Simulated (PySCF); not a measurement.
# Correlation energy of P (phosphorus, neutral)

[Ne] 3s2 3p3, high-spin 4S determinant. Computed with PySCF 2.14 in pcseg-2 (5s4p2d1f, 34 functions), with no relativity, point nucleus. Frozen: [Ne]; 5 electrons correlated.

MP2 pair energies summed by pair of shells (mhartree):

```tsv
pair	energy	share (%)
3s-3p	-49.35	65.6
3p-3p	-15.71	20.9
3s-3s	-10.18	13.5
```

Total MP2 correlation energy: -75.24 mhartree.

Same-spin part -19.47 and opposite-spin part -55.76 mhartree; SCS-MP2 scales them by 1/3 and 6/5 to -73.41 mhartree.

```json
{"level": "CCSD", "correlation energy (mhartree)": "-92.00"}
{"level": "(T)", "correlation energy (mhartree)": "-2.81"}
{"level": "CCSD(T)", "correlation energy (mhartree)": "-94.81"}
```

Diagnostics: T1 = 0.0071, D1 = 0.0111, largest double amplitude 0.055.

Cost of the coupled-cluster step: 0.48 s of wall time on 1 thread of Neoverse-N1 (shared host), for 5 correlated electrons.
